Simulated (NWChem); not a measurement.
A series in which one site is exchanged, each optimised at PBE0/def2-SVP with NWChem, gas phase unless a solvent is named. Some are not confirmed as minima by frequencies. def2 effective core potentials on Zr, Hf; no spin-orbit coupling.

A: [SH][TiH3] (TiH$_{4}$S; site = Ti)
B: [HfH3][SH] (HfH$_{4}$S; site = Hf)
C: [ZrH3][SH] (ZrH$_{4}$S; site = Zr)

Problem. Rank them by static polarisability, PBE/def2-SVPD (bohr³), lowest first.

Solution. A (68.0), B (72.9), C (75.6)
